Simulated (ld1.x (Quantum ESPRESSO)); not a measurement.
**B (Z = 5), PAW: configuration errors across variants**

| Item | Value |
| --- | --- |
| Element | B |
| Generator | ld1.x (Quantum ESPRESSO) 7.5 |
| Type | PAW |
| Functional | PBEsol |
| Relativity | scalar-relativistic |
| Frozen core | [He] |
| Valence charge | 3 |
| Reference configuration | 2s2 2p1 |
| Partial waves | 2s (bound): rcut 1.30, rcutus 1.45 bohr; 2s channel at -0.25 Ry: rcut 1.30, rcutus 1.45 bohr; 2p (bound): rcut 2.80, rcutus 3.55 bohr; 2p channel at 4.45 Ry: rcut 2.80, rcutus 3.55 bohr |
| Local potential | all-electron potential smoothed inside 2.95 bohr (lloc = -2) |
| Core correction | Bessel-smoothed model core, default radius (core density twice the valence density) |
| Augmentation charge | PSQ, radius 0.95 bohr |

All-electron excitation energies from the reference (eV): (1) 2s2 2p0 8.139; (2) 2s1 2p0 33.401; (3) 2s2 2p0.5 2.855; (4) 2s0 2p3 11.657; (5) 2s2 2p1.3 -0.724; (6) 2s1 2p1 14.264; (7) 2s1 2p2 5.819.

The overlap operator is not positive definite (basis up to 400 Ry) in “waves 2s (bound): rcut 1.30, rcutus 1.40 bohr; 2s channel at -0.25 Ry: rcut 1.30, rcutus 1.40 bohr”. Such files are unfit for use, however small their errors in these radial tests.

Errors AE − PS in meV (a dash: test not solved or not reliable):

```csv
change,(1),(2),(3),(4),(5),(6),(7),bound ghosts
base,+8.9,+56,-19,-9.6,-12,-179,-2.1,none
"waves 2s (bound): rcut 1.00, rcutus 1.06 bohr; 2s channel at -0.25 Ry: rcut 1.00, rcutus 1.06 bohr",-0.1,-5.2,-21,-9.6,–,–,–,none
"waves 2s (bound): rcut 1.30, rcutus 1.40 bohr; 2s channel at -0.25 Ry: rcut 1.30, rcutus 1.40 bohr",+9.4,+59,-19,-9.6,-12,-179,-2.1,not determined (overlap not positive)
"waves 2s (bound): rcut 1.30, rcutus 1.72 bohr; 2s channel at -0.25 Ry: rcut 1.30, rcutus 1.72 bohr",+3.2,+18,-20,-9.6,-12,-185,-2.1,none
"waves 2s (bound): rcut 1.30, rcutus 1.92 bohr; 2s channel at -0.25 Ry: rcut 1.30, rcutus 1.92 bohr",+1.9,+8.9,-21,-9.6,-12,-186,-2.1,none
"waves 2s (bound): rcut 1.30, rcutus 2.08 bohr; 2s channel at -0.25 Ry: rcut 1.30, rcutus 2.08 bohr",+1.4,+5.7,-21,-9.6,-12,-186,-2.1,none
```

(1) Give the same row for: waves 2s (bound): rcut 1.12, rcutus 1.18 bohr; 2s channel at -0.25 Ry: rcut 1.12, rcutus 1.18 bohr.

Results:

(1) +2.5, +13, -20, -9.6, -12, -186, -2.2; bound ghosts: none.
